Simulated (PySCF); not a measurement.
PySCF input (BP86/6-31G* with LANL2DZ past Ar (5d)):

```python
from pyscf import gto, dft

mol = gto.M(
    atom='''
    Tl   -0.00000000   -0.00000000   -0.47480352
    Cl    0.00000000    0.00000000    2.26229912
    ''',
    basis={'default': '6-31g*', 'Tl': 'lanl2dz'},
    ecp={'Tl': 'lanl2dz'},
    charge=-1,
    spin=1,
    symmetry='C2v',
    verbose=4,
)

mf = dft.UKS(mol, xc='bp86')
mf.grids.level = 3
mf.conv_tol = 1e-9
mf.max_cycle = 100
mf.max_memory = 1500
mf.kernel()
if not mf.converged:
    mf = mf.newton()
    mf.kernel(mf.make_rdm1())
mf.dip_moment()
```

Question: What final total energy does it give?

Answer: -512.18023 Eh.
